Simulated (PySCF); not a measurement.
SeHCl, SMILES [SeH]Cl. Atoms are numbered in the order given.

```xyz
3

Se    -0.0447     0.7129     0.0000
H      1.4225     0.8642     0.0000
Cl     0.0058    -1.4766     0.0000
```
Charge 0, spin multiplicity 1.

Geometry: B3LYP-D3(BJ)/def2-TZVP.

All values below come from B3LYP-D3(BJ)/def2-TZVP (PySCF 2.14.0).

Frequencies are harmonic and unscaled.

```tsv
mode	ν (cm⁻¹)	IR (km/mol)	Raman (Å⁴/amu)	depolarisation	moving atoms (share of kinetic energy)
1	406	13.9	13.4	0.28	Cl 69 %, Se 31 %
2	787	0.7	11.9	0.60	H 97 %
3	2385	9.7	139.0	0.31	H 99 %
```
